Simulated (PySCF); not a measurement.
Q: Write Cartesian coordinates for cis-Zr(H2O)2F4, `[OH2]->[Zr](<-[OH2])([F])([F])([F])[F]` as optimised with PBE0-D3(BJ)/def2-SVP. (Singlet state.)

A: 
```xyz
11
F4H4O2Zr angstrom
Zr    -0.580   -0.033   -0.594
O     -0.568   -0.005    1.763
H     -0.949   -0.763    2.221
H     -0.905    0.796    2.183
F     -0.380   -0.044   -2.503
O      1.774   -0.002   -0.556
H      2.195    0.807   -0.873
H      2.245   -0.752   -0.938
F     -2.491   -0.035   -0.409
F     -0.126    1.802   -0.140
F     -0.117   -1.858   -0.124
```

Any rigid rotation of these coordinates is as good. Atoms count from 1 in this order. Zr1 (zirconium bonded to 4 F and 2 O) has the three widest angles are 173.7°, 173.5° and 140.8°, the others run from 75.5° to 102.3°. O2 (oxygen bonded to Zr and 2 H) is pyramidal (angles 117.6°, 116.3° and 107.9°, sum 341.9°, 0.30 Å off the plane of its three neighbours). The F–Zr distances run from 1.919 Å (Zr1–F5) to 1.944 Å (Zr1–F10), a spread of 0.025 Å.

Bonds between heavy atoms (Å): Zr1–O2 2.357, Zr1–F5 1.919, Zr1–O6 2.355, Zr1–F9 1.920, Zr1–F10 1.944, Zr1–F11 1.940.

The calculation used PBE0-D3(BJ)/def2-SVP geometry optimisation, gas phase, def2 core potentials past Kr (PySCF 2.14.0).

Point group: near C2v, missed by 0.10 Å at most; the miss may be what the optimiser left on a soft mode (Cs holds within 0.08 Å). PBE0-D3(BJ)/def2-SVP frequencies: not computed here.
